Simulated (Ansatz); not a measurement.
Pulling on the Te1–F2 bond in FHOTe (SMILES O[Te]F) (multiplicity 1 held, fragments rigid). Energies count from the point at 1.925 Å.
Geometry at that point (charge 0, multiplicity 1):
```xyz
4

Te     0.1195     0.0429     0.3093
F     -1.0755     1.1330    -0.7345
O      0.3087    -1.4058    -0.9812
H      0.9930    -1.1827    -1.6249
```

R- and RO- levels are restricted; in cc, def2 and unpolarised 6-31G sets they are followed outwards from rest. U- levels take the lowest unrestricted solution at each point, which mixes spins at long bonds. Active spaces are followed from a long bond inwards. Levels need not reach the same state.

Correlated levels freeze the cores. Filled d and f shells under p-block atoms count as core.

Codes used: Ansatz (a quantum-chemistry and plane-wave program). Each number belongs to the level named beside it. In def2 rows elements past Kr take small-core potentials, without spin–orbit coupling.

Energies in eV.

```json
[
 {"R (Å)": "1.540", "R-MP2/def2-SVP": "4.16", "U-MP2/def2-SVP": "4.16", "R-SCS-MP2/def2-SVP": "4.17", "U-CCSD/def2-SVP": "4.14", "FIC-MRCISD on CASSCF(6,4)/def2-SVP": "4.10", "FIC-MRCISD+Q on CASSCF(6,4)/def2-SVP": "4.16"},
 {"R (Å)": "1.733", "R-MP2/def2-SVP": "0.79", "U-MP2/def2-SVP": "0.79", "R-SCS-MP2/def2-SVP": "0.79", "U-CCSD/def2-SVP": "0.78", "FIC-MRCISD on CASSCF(6,4)/def2-SVP": "0.77", "FIC-MRCISD+Q on CASSCF(6,4)/def2-SVP": "0.79"},
 {"R (Å)": "1.925", "R-MP2/def2-SVP": "0.00", "U-MP2/def2-SVP": "0.00", "R-SCS-MP2/def2-SVP": "0.00", "U-CCSD/def2-SVP": "0.00", "FIC-MRCISD on CASSCF(6,4)/def2-SVP": "0.00", "FIC-MRCISD+Q on CASSCF(6,4)/def2-SVP": "0.00"},
 {"R (Å)": "2.118", "R-MP2/def2-SVP": "0.26", "U-MP2/def2-SVP": "0.26", "R-SCS-MP2/def2-SVP": "0.25", "U-CCSD/def2-SVP": "0.27", "FIC-MRCISD on CASSCF(6,4)/def2-SVP": "0.26", "FIC-MRCISD+Q on CASSCF(6,4)/def2-SVP": "0.25"},
 {"R (Å)": "2.310", "R-MP2/def2-SVP": "0.90", "U-MP2/def2-SVP": "1.29", "R-SCS-MP2/def2-SVP": "0.87", "U-CCSD/def2-SVP": "0.92", "FIC-MRCISD on CASSCF(6,4)/def2-SVP": "0.88", "FIC-MRCISD+Q on CASSCF(6,4)/def2-SVP": "0.86"},
 {"R (Å)": "2.599", "R-MP2/def2-SVP": "1.96", "U-MP2/def2-SVP": "2.92", "R-SCS-MP2/def2-SVP": "1.92", "U-CCSD/def2-SVP": "2.01", "FIC-MRCISD on CASSCF(6,4)/def2-SVP": "1.83", "FIC-MRCISD+Q on CASSCF(6,4)/def2-SVP": "1.84"},
 {"R (Å)": "2.888", "R-MP2/def2-SVP": "2.88", "U-MP2/def2-SVP": "3.31", "R-SCS-MP2/def2-SVP": "2.81", "U-CCSD/def2-SVP": "2.73", "FIC-MRCISD on CASSCF(6,4)/def2-SVP": "2.50", "FIC-MRCISD+Q on CASSCF(6,4)/def2-SVP": "2.54"},
 {"R (Å)": "3.369", "R-MP2/def2-SVP": "3.93", "U-MP2/def2-SVP": "3.48", "R-SCS-MP2/def2-SVP": "3.80", "U-CCSD/def2-SVP": "3.08", "FIC-MRCISD on CASSCF(6,4)/def2-SVP": "2.97", "FIC-MRCISD+Q on CASSCF(6,4)/def2-SVP": "3.04"},
 {"R (Å)": "3.850", "R-MP2/def2-SVP": "4.37", "U-MP2/def2-SVP": "3.52", "R-SCS-MP2/def2-SVP": "4.16", "U-CCSD/def2-SVP": "3.15", "FIC-MRCISD on CASSCF(6,4)/def2-SVP": "3.08", "FIC-MRCISD+Q on CASSCF(6,4)/def2-SVP": "3.16"},
 {"R (Å)": "4.428", "R-MP2/def2-SVP": "4.29", "U-MP2/def2-SVP": "3.53", "R-SCS-MP2/def2-SVP": "3.93", "U-CCSD/def2-SVP": "3.15", "FIC-MRCISD on CASSCF(6,4)/def2-SVP": "3.11", "FIC-MRCISD+Q on CASSCF(6,4)/def2-SVP": "3.19"},
 {"R (Å)": "5.198", "R-MP2/def2-SVP": "3.62", "U-MP2/def2-SVP": "3.53", "R-SCS-MP2/def2-SVP": "3.04", "U-CCSD/def2-SVP": "3.16", "FIC-MRCISD on CASSCF(6,4)/def2-SVP": "3.11", "FIC-MRCISD+Q on CASSCF(6,4)/def2-SVP": "3.20"},
 {"R (Å)": "6.160", "R-MP2/def2-SVP": "2.43", "U-MP2/def2-SVP": "3.53", "R-SCS-MP2/def2-SVP": "1.56", "U-CCSD/def2-SVP": "3.16", "FIC-MRCISD on CASSCF(6,4)/def2-SVP": "3.11", "FIC-MRCISD+Q on CASSCF(6,4)/def2-SVP": "3.20"}
]
```

Doubts at one or more of the structures used: a restricted determinant that unrestricted orbitals would lower (R-MP2/def2-SVP, R-SCS-MP2/def2-SVP); a spin-contaminated determinant (U-MP2/def2-SVP, U-CCSD/def2-SVP); T1 above 0.05 (U-CCSD/def2-SVP); active orbitals that take no part (FIC-MRCISD on CASSCF(6,4)/def2-SVP, FIC-MRCISD+Q on CASSCF(6,4)/def2-SVP).
